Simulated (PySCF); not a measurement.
This script is equivalent to a calculation on P³⁺ (phosphorus, charge +3).

```python
from pyscf import gto, scf, dft, mp, cc
import basis_set_exchange as bse
mol = gto.M(atom="P 0 0 0", charge=3, spin=0, symmetry="D2h",
            basis=gto.basis.parse(bse.get_basis("cc-pVDZ-DK", elements=["P"], fmt="nwchem", header=False)),
            nucmod="G")
mf = dft.UKS(mol, xc="PBE").sfx2c1e()
mf.irrep_nelec = {'Ag': (3, 3), 'B1u': (1, 1), 'B2u': (1, 1), 'B3u': (1, 1)}
mf.kernel()
```

Question: What total energy does it give?

Answer: -339.699 hartree (calculated).

Question: Which occupied shell lies highest, and where?

Answer: 3s, at -45.693 eV.
